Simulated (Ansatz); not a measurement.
Two isomers of BH6NSeSi: A = `[SiH3]NB[SeH]`, B = `NB[Se][SiH3]`.

Program: Ansatz. Geometries: PBE0-D4/def2-TZVP. ΔE: electronic, gas phase. CBS: MP2 limit from def2 TZ/QZ plus the TZ coupled-cluster correction, frozen cores. Functionals use def2-TZVPP. B3LYP here is the variant with VWN-RPA as its local correlation; programs differ in this. For Se outer-core shells are correlated without core-valence functions, which leaves a few kJ/mol of doubt a bond. Scalar relativity is left out up to krypton. Each species was taken in one conformer, which may not be the lowest.

Task: Which is lower in electronic energy at CCSD(T)/CBS, and by how much? (Estimate.)

Result: Computed: B, by 4.0 kcal/mol.

Task: Give E(B) − E(A) in kcal/mol with r2SCAN-D4, B3LYP, PBE0-D4, CCSD(T)/def2-TZVPP, ωB97M-V, B2PLYP, PBE-D4. (An estimate is asked.)

Result: The calculation gave: r2SCAN-D4 -4.8, B3LYP -3.0, PBE0-D4 -5.8, CCSD(T)/def2-TZVPP -3.0, ωB97M-V -3.8, B2PLYP -3.0, PBE-D4 -6.2. None reverses the order clearly.

Largest T1 diagnostic: 0.011.

In def2-TZVPP, CCSD(T) changes the Hartree–Fock value by −1.9 kcal/mol (the triples alone add −0.5 kcal/mol) and MP2 by −2.6 kcal/mol.
